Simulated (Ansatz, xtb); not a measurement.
# Isomers of C3H8BNS in order of energy

4 gas-phase structures of C3H8BNS, from a drawn sample of its isomers (lower ones may exist). Each was relaxed with GFN2-xTB; where two conformers were screened, the lower at r2SCAN-D4/def2-SVP is listed:

A. `C=C(BN)SC`, a singlet
B. `CC#[N+][BH2-]SC`, a singlet
C. `C=CSCBN`, a singlet
D. `C[S+](C)[BH2-]C#N`, a singlet

Make a reasoned guess at their ranking by r2SCAN-D4/def2-SVP single-point energy.

Calculated order at r2SCAN-D4/def2-SVP: A (0.0), C (3.8), B (18.1), D (18.3) kcal/mol. Less than 1 kcal/mol parts B and D, so the order within that pair means little.

Energies above the lowest of each column, in kcal/mol; the last columns are at B3LYP-D3(BJ)/def2-SVP geometries (a dash: not run or not comparable):

```json
{"structure": "A", "GFN2-xTB": "4.1", "HF/STO-3G": "4.6", "r2SCAN-D4/def2-SVP": "0.0", "B3LYP-D3(BJ)/def2-SVP": "0.0", "CCSD(T)/def2-SVP + ΔMP2/def2-TZVPP": "0.0"}
{"structure": "C", "GFN2-xTB": "4.6", "HF/STO-3G": "7.2", "r2SCAN-D4/def2-SVP": "3.8", "B3LYP-D3(BJ)/def2-SVP": "4.5", "CCSD(T)/def2-SVP + ΔMP2/def2-TZVPP": "4.6"}
{"structure": "B", "GFN2-xTB": "0.0", "HF/STO-3G": "22.3", "r2SCAN-D4/def2-SVP": "18.1", "B3LYP-D3(BJ)/def2-SVP": "17.5", "CCSD(T)/def2-SVP + ΔMP2/def2-TZVPP": "18.9"}
{"structure": "D", "GFN2-xTB": "21.2", "HF/STO-3G": "0.0", "r2SCAN-D4/def2-SVP": "18.3", "B3LYP-D3(BJ)/def2-SVP": "18.4", "CCSD(T)/def2-SVP + ΔMP2/def2-TZVPP": "–"}
```

CCSD(T)/def2-SVP + ΔMP2/def2-TZVPP puts A lowest of those it was run on; GFN2-xTB picks B, HF/STO-3G picks D. Flexible structures stand in one conformer each, not always the lowest. Frequencies (GFN2-xTB) were run for A, B, C alone. The ΔMP2 step shifts differences by up to 3.6 kcal/mol, which makes them less sure. ΔMP2 is the change of the MP2 energy from the smaller to the larger basis.

Over these structures GFN2-xTB departs from r2SCAN-D4/def2-SVP by 7.8 kcal/mol on average once a common shift is removed. A GFN2-xTB relaxation took about 0.25 s and the r2SCAN-D4/def2-SVP energy about 3.1 s on a shared host (Ansatz 0.2.0, xtb 6.7.1).
